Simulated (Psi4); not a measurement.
C3H7 (SMILES C[CH]C), doublet (typed; the unrestricted solution is spin-contaminated), geometry from GFN2-xTB, with bond 5-2 at 1.5 times its length; HF/def2-SV(P) in Psi4.

Psi4 was given this input:
```
memory 2 GB

molecule {
0 2
C    -0.08073437    0.51425383    0.00202403
C     0.04477701   -0.19753283    1.29093157
C     0.04445320   -0.18802225   -1.29225504
H    -0.46360008    1.52072873    0.00525132
H     0.58391066    0.80439162    2.46564022
H     0.43018374    0.47888266   -2.06403124
H    -0.92265236   -0.59238384    1.63168364
H     0.72527311   -1.04407116    1.20462375
H     0.70335913   -1.05117986   -1.20587517
H    -0.92773804   -0.55458579   -1.64992641
}

set {
  basis def2-sv(p)
  reference uhf
  stability_analysis check
  scf_type pk
}

energy('scf')
print_variables()
```

What the program printed (banner, timings and long lists left out):

```
   => Loading Basis Set <=

    Name: DEF2-SV(P)
    Role: ORBITAL
    Keyword: BASIS

         ---------------------------------------------------------
                                   SCF
               by Justin Turney, Rob Parrish, Andy Simmonett
                          and Daniel G. A. Smith
                              UHF Reference
         ---------------------------------------------------------

  ==> Geometry <==

    Molecular point group: c1
    Full point group: C1

    Geometry (in Angstrom), charge = 0, multiplicity = 2:

       Center              X                  Y                   Z               Mass
    ------------   -----------------  -----------------  -----------------  -----------------
         C           -0.086115738347     0.488641379649    -0.007238681980    12.000000000000
         C            0.039395641653    -0.223145280351     1.281668858020    12.000000000000
         C            0.039071831653    -0.213634700351    -1.301517751980    12.000000000000
         H           -0.468981448347     1.495116279649    -0.004011391980     1.007825032230
         H            0.578529291653     0.778779169649     2.456377508020     1.007825032230
         H            0.424802371653     0.453270209649    -2.073293951980     1.007825032230
         H           -0.928033728347    -0.617996290351     1.622420928020     1.007825032230
         H            0.719891741653    -1.069683610351     1.195361038020     1.007825032230
         H            0.697977761653    -1.076792310351    -1.215137881980     1.007825032230
         H           -0.933119408347    -0.580198240351    -1.659189121980     1.007825032230

  Running in c1 symmetry.

  Rotational constants: A =      1.22754  B =      0.27086  C =      0.24377 [cm^-1]
  Rotational constants: A =  36800.69785  B =   8120.16411  C =   7308.08711 [MHz]
  Nuclear repulsion =   74.378398779477266

  Charge       = 0
  Multiplicity = 2
  Electrons    = 25
  Nalpha       = 13
  Nbeta        = 12

  ==> Algorithm <==

  SCF Algorithm Type is PK.
  DIIS enabled.
  MOM disabled.
  Fractional occupation disabled.
  Guess Type is SAD.
  Energy threshold   = 1.00e-06
  Density threshold  = 1.00e-06
  Integral threshold = 1.00e-12

  ==> Primary Basis <==

  Basis Set: DEF2-SV(P)
    Blend: DEF2-SV(P)
    Number of shells: 32
    Number of basis functions: 56
    Number of Cartesian functions: 59
    Spherical Harmonics?: true
    Max angular momentum: 2

  ==> Integral Setup <==

  Using in-core PK algorithm.
   Calculation information:
      Number of atoms:                  10
      Number of AO shells:              32
      Number of primitives:             64
      Number of atomic orbitals:        59
      Number of basis functions:        56

      Integral cutoff                 1.00e-12
      Number of threads:                 1

  Performing in-core PK
  Using 2548812 doubles for integral storage.
  We computed 138828 shell quartets total.
  Whereas there are 139656 unique shell quartets.

  ==> DiskJK: Disk-Based J/K Matrices <==

    J tasked:                  Yes
    K tasked:                  Yes
    wK tasked:                  No
    Schwarz Cutoff:          1E-12

  Minimum eigenvalue in the overlap matrix is 3.8986778072E-03.
  Reciprocal condition number of the overlap matrix is 6.8312674427E-04.
    Using symmetric orthogonalization.

  ==> Pre-Iterations <==

  SCF Guess: Superposition of Atomic Densities via on-the-fly atomic UHF (no occupation information).

   -------------------------
    Irrep   Nso     Nmo
   -------------------------
     A         56      56
   -------------------------
    Total      56      56
   -------------------------

  ==> Iterations <==

                        Total Energy        Delta E     RMS |[F,P]|

   @UHF iter SAD:  -116.64246808287798   -1.16642e+02   0.00000e+00
   @UHF iter   1:  -117.31541032626723   -6.72942e-01   7.13664e-03 ADIIS/DIIS
   @UHF iter   2:  -117.42624646529529   -1.10836e-01   3.55169e-03 ADIIS/DIIS
   @UHF iter   3:  -117.44992075946713   -2.36743e-02   8.40793e-04 ADIIS/DIIS
   @UHF iter   4:  -117.45352314643054   -3.60239e-03   2.62517e-04 ADIIS/DIIS
   @UHF iter   5:  -117.45391744599181   -3.94300e-04   1.63957e-04 ADIIS/DIIS
   @UHF iter   6:  -117.45412590642465   -2.08460e-04   1.20575e-04 ADIIS/DIIS
   @UHF iter   7:  -117.45434201519762   -2.16109e-04   1.06189e-04 ADIIS/DIIS
   @UHF iter   8:  -117.45458304234617   -2.41027e-04   9.68650e-05 DIIS
   @UHF iter   9:  -117.45517183919374   -5.88797e-04   5.78183e-05 DIIS
   @UHF iter  10:  -117.45533468576465   -1.62847e-04   1.60292e-05 DIIS
   @UHF iter  11:  -117.45533389396871    7.91796e-07   9.46582e-06 DIIS
   @UHF iter  12:  -117.45533665855277   -2.76458e-06   2.83933e-06 DIIS
   @UHF iter  13:  -117.45533669130135   -3.27486e-08   1.38453e-06 DIIS
   @UHF iter  14:  -117.45533670059791   -9.29656e-09   1.01308e-06 DIIS
   @UHF iter  15:  -117.45533673523343   -3.46355e-08   3.30110e-07 DIIS
  Energy and wave function converged.

    Wavefunction stable under totally symmetric rotations.
    Lowest totally symmetric eigenvalue: 0.060849
    Lowest UHF->UHF stability eigenvalues:
       A 0.060849

    Stability analysis over.

  ==> Post-Iterations <==

   @Spin Contamination Metric:   1.214562175E-01
   @S^2 Expected:                7.500000000E-01
   @S^2 Observed:                8.714562175E-01
   @S   Expected:                5.000000000E-01
   @S   Observed:                5.000000000E-01

    Orbital Energies [Eh]
    ---------------------

    Alpha Occupied:

[...]
      13A     -0.330531

    Alpha Virtual:

[...]
      56A      2.993022

    Beta Occupied:

[...]
    Beta Virtual:

[...]
    Final Occupation by Irrep:
              A
    DOCC [    12 ]
    SOCC [     1 ]
    NA   [    13 ]
    NB   [    12 ]

  @UHF Final Energy:  -117.45533673523343

   => Energetics <=

    Nuclear Repulsion Energy =             74.3783987794772656
    One-Electron Energy =                -303.9851860774199395
    Two-Electron Energy =                 112.1514505627092433
    Total Energy =                       -117.4553367352334305

  UHF NO Occupations:
  HONO-2 :   11  A 1.9962907
  HONO-1 :   12  A 1.9456067
  HONO-0 :   13  A 1.0000000
  LUNO+0 :   14  A 0.0543933
  LUNO+1 :   15  A 0.0037093
  LUNO+2 :   16  A 0.0011474
  LUNO+3 :   17  A 0.0010991

Computation Completed

Properties will be evaluated at   0.000000,   0.000000,   0.000000 [a0]

Properties computed using the SCF density matrix

 Multipole Moments:

 ------------------------------------------------------------------------------------
     Multipole            Electronic (a.u.)      Nuclear  (a.u.)        Total (a.u.)
 ------------------------------------------------------------------------------------

 L = 1.  Multiply by 2.5417464519 to convert [e a0] to [Debye]
 Dipole X            :         -0.2476613            0.0853721           -0.1622891
 Dipole Y            :          0.3929473           -0.5788919           -0.1859446
 Dipole Z            :         -0.5962296            0.3023593           -0.2938703
 Magnitude           :                                                    0.3837615

 ------------------------------------------------------------------------------------

  Variable Map:
  ----------------------------------------------------------------------------
[...]
  Array Variable Map:
  ----------------------------------------------------------------------------
[...]
[...]
```
